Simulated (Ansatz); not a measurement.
The same isomerisation along the group F, Cl, Br.

Calculated with Ansatz (gas phase, PBE0-D4/def2-TZVP geometries, no zero-point term in ΔE). CCSD(T)/CBS adds triple-zeta CCSD(T) − MP2 to the extrapolated MP2 energy (def2 sets, frozen cores). DFT in def2-TZVPP. B3LYP here is the variant with VWN-RPA as its local correlation; programs differ in this. For Br outer-core shells are correlated without core-valence functions, which leaves a few kJ/mol of doubt a bond. Scalar relativity is left out up to krypton. One conformer a species, not always the lowest.

| reaction | CCSD(T)/CBS(def2) (kcal/mol) |
| --- | --- |
| `C[Si]1(F)CN1` → `CN(C)[Si]F` | ? |
| `C[Si]1(Cl)CN1` → `CN(C)[Si]Cl` | -1.2 |
| `C[Si]1(Br)CN1` → `CN(C)[Si]Br` | -1.9 |

Task: Fill in the missing values. (An estimate is asked.)

Result: Computed: `C[Si]1(F)CN1` → `CN(C)[Si]F`: -0.3 kcal/mol.

Largest T1 diagnostic: 0.013, for `CN(C)[Si]F`.
